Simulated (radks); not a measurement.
Values are calculated unless marked as measured or tabulated.
Mg IV, 9 electrons, occupied as 1s1 2s2 2p6 (not the ground configuration). Code: a radial shooting solver on a logarithmic mesh with Libxc functionals. Model: scalar-relativistic Kohn-Sham, LDA (Slater exchange, VWN5 correlation), spin-polarised, spherical densities, point nucleus; open shells are filled with parallel spins first. Some entries of the table are withheld. Estimate them.

| orbital | occ. | eigenvalue (hartree) | <r^2> (bohr^2) | <r> (bohr) |
|---|---|---|---|---|
| 1s up | 1 | -52.37928 | 0.02172 | 0.1272 |
| 1s down | 0 | -50.27754 | 0.02258 | 0.1296 |
| 2s up | 1 | -5.01908 | 0.4968 | 0.6446 |
| 2s down | 1 | -4.90795 | 0.5129 | 0.6550 |
| 2p up | 3 | -3.88596 | (1) | 0.5945 |
| 2p down | 3 | -3.80401 | (2) | 0.6056 |

Answer. 
(1) 2p up <r^2> (bohr^2): 0.4466
(2) 2p down <r^2> (bohr^2): 0.4628
